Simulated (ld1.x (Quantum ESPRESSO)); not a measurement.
**Reading a pseudo-wave (palladium (Pd))**

Columns: radius, all-electron u(r) and pseudo u(r) of the 4d shell (level -14.61 eV) of palladium in the configuration [Ar] 3d10 4s2 4p6 4d9 5s0 5p0; PBE, scalar-relativistic, TM scheme, ld1.x (Quantum ESPRESSO) 7.5.

| r (bohr) | all-electron | pseudo |
| --- | --- | --- |
| 0.085 | 0.1494 | -0.0028 |
| 0.170 | 0.3849 | -0.0217 |
| 0.255 | 0.4241 | -0.0685 |
| 0.340 | 0.2860 | -0.1478 |
| 0.425 | 0.0622 | -0.2554 |
| 0.510 | -0.1769 | -0.3805 |
| 0.595 | -0.3922 | -0.5088 |
| 0.680 | -0.5675 | -0.6267 |
| 0.765 | -0.6992 | -0.7249 |
| 0.850 | -0.7896 | -0.7985 |
| 0.935 | -0.8449 | -0.8471 |
| 1.020 | -0.8721 | -0.8723 |
| 1.105 | -0.8777 | -0.8777 |
| 1.190 | -0.8676 | -0.8676 |
| 1.275 | -0.8463 | -0.8463 |
| 1.360 | -0.8174 | -0.8174 |
| 1.445 | -0.7837 | -0.7837 |
| 1.530 | -0.7471 | -0.7471 |
| 1.615 | -0.7091 | -0.7091 |
| 1.700 | -0.6706 | -0.6706 |
| 1.785 | -0.6325 | -0.6325 |
| 1.870 | -0.5953 | -0.5953 |
| 1.955 | -0.5592 | -0.5592 |
| 2.040 | -0.5246 | -0.5246 |
| 2.125 | -0.4914 | -0.4914 |
| 2.210 | -0.4599 | -0.4599 |

Problem. How many radial nodes do the two functions have?

Solution. The all-electron 4d function has n − l − 1 = 1; the pseudo-wave has 0, since the states of the same l below it are removed with the core.

Problem. At about which radius was the pseudo-wave matched?

Solution. 1.15 bohr. The columns agree to 0.0005 from 1.02 bohr on; several derivatives are matched, so the curves merge somewhat inside the radius.

Problem. Where does each function peak?

Solution. Outermost all-electron maximum near 1.10 bohr, pseudo maximum near 1.10 bohr (to the table’s step).

Problem. Is the pseudo-wave norm-conserving?

Solution. Yes: the TM scheme keeps the norm inside the radius equal to the all-electron one, which fixes the energy derivative of the logarithmic derivative at the level.
